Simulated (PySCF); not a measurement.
## How methods differ on the excitation energy of C

C [He] 2s2 2p2 (3P) → C [He] 2s1 2p2 3s1 (5P), as a difference of total energies. Calculation: PySCF 2.14, in aug-cc-pCVTZ-DK with one added diffuse shell each of s, p, d, f type (8s7p5d3f, 75 functions); scalar relativity by spin-free X2C-1e. Correlated levels: valence: 1s2 frozen. The calculations carry no spin-orbit coupling.

```tsv
method	excitation energy (cm⁻¹)
UHF	87429
MP2 (valence)	99213
SCS-MP2 (valence)	102000
CCSD (valence)	102370
CCSD(T) (valence)	102820
```

The upper state lies above the first ionisation limit, but in LS coupling its spin forbids autoionisation to the ground ion. A Rydberg-like electron needs more diffuse functions than a valence basis has.

The promoted electron is Rydberg-like, and one or two diffuse shells describe it only roughly, which tends to raise the upper state.
